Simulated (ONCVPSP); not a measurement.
## Varying the ONCV potential for osmium (Os)

Base potential:

Os (Z = 76), optimised norm-conserving Vanderbilt (ONCV), made with ONCVPSP 4.0.1 (PBE, scalar-relativistic). Core [Kr] 4d10 4f14, reference 5s2 5p6 5d6 6s2. Waves: 5s+6s: rc 1.65 bohr, ncon 4, nbas 9, qcut 6.2 1/bohr, 2 projectors; 5p: rc 1.25 bohr, ncon 4, nbas 7, qcut 5.7 1/bohr, 3 projectors, debl 1.3 Ha; 5d: rc 1.60 bohr, ncon 3, nbas 6, qcut 5.4 1/bohr, 2 projectors, debl 1.4 Ha; f scattering state at 0.29 Ha: rc 1.75 bohr, ncon 4, nbas 9, qcut 6.4 1/bohr, 3 projectors, debl 0.7 Ha. Local part: polynomial inside 0.90 bohr (lpopt 5, dvloc0 0 Ha). Core correction: Teter function, fcfact 5.25, rcfact 1.4.

In the p channel the program set the typed energies aside and used -1.868, 0.250, 1.550 Ha.

All-electron outer shells of the reference configuration (PBE, scalar-relativistic, ld1.x):

```json
{"shell": "5s", "level (eV)": "-91.55", "outermost node (bohr)": "0.51", "outermost maximum (bohr)": "0.91"}
{"shell": "4f", "level (eV)": "-51.98", "outermost node (bohr)": "–", "outermost maximum (bohr)": "0.40"}
{"shell": "5p", "level (eV)": "-50.84", "outermost node (bohr)": "0.55", "outermost maximum (bohr)": "1.03"}
{"shell": "5d", "level (eV)": "-6.25", "outermost node (bohr)": "0.60", "outermost maximum (bohr)": "1.36"}
{"shell": "6s", "level (eV)": "-6.15", "outermost node (bohr)": "1.20", "outermost maximum (bohr)": "2.48"}
```

Cutoffs, loose and tight: the cutoffs (Ha) at which the residual kinetic energy of the hardest occupied pseudo-wave falls to 1 and 0.1 mHa per electron. They do not see the model core or the augmentation charge, which bear on the density cutoff. Test errors are all-electron minus pseudo excitation energies from the reference, over the configurations 5s2 5p6 5d6 6s1; 5s2 5p6 5d6 6s0; 5s2 5p6 5d5 6s0; 5s2 5p6 5d7 6s0. A dash means not determined; rows that change the core or the reference have their own tests.

A true bound ghost makes a file unfit for plane-wave use even where its test errors are small: the radial tests pick states by their node count and pass the ghost by.

| change | outcome | cutoff, loose | cutoff, tight | bound ghosts | GHOST(+) flags above zero | largest test error (meV) |
| --- | --- | --- | --- | --- | --- | --- |
| base | generated, projector energies reset by the program | 86 Ha | 101 Ha | s, p, f | p, f | -21 |
| s: ncon 5, nbas 10 | generated, projector energies reset by the program | 86 Ha | 101 Ha | s, p, f | p, f | -20 |
| f: nbas 8 | generated, projector energies reset by the program | 86 Ha | 101 Ha | s, p, f | p, f | -21 |
| local potential polynomial inside 0.90 bohr (lpopt 5, dvloc0 2.5 Ha) | generated, projector energies reset by the program | 86 Ha | 101 Ha | s, p, f | f | -23 |

**Question.** What comes out with this change to the base: all radii but the core radius scaled by about 0.77 (s 1.28, p 0.96, d 1.24, f 1.36 bohr); local potential polynomial inside 0.70 bohr (lpopt 5, dvloc0 0 Ha)?

**Answer.** outcome: generated, projector energies reset by the program; cutoff, loose: 93 Ha; cutoff, tight: 148 Ha; bound ghosts: s, p, f; GHOST(+) flags above zero: p, d, f; largest test error (meV): -19.

**Question.** What comes out with this change to the base: p: rc 1.08?

**Answer.** outcome: generated, projector energies reset by the program; cutoff, loose: 111 Ha; cutoff, tight: 129 Ha; bound ghosts: s, p, f; GHOST(+) flags above zero: p, f; largest test error (meV): -20.

**Question.** What comes out with this change to the base: s: qcut 4; p: qcut 3.7; d: qcut 3.5; f: qcut 4.1?

**Answer.** outcome: generated, projector energies reset by the program; cutoff, loose: 85 Ha; cutoff, tight: 100 Ha; bound ghosts: s, p, f; GHOST(+) flags above zero: p, d, f; largest test error (meV): -31.
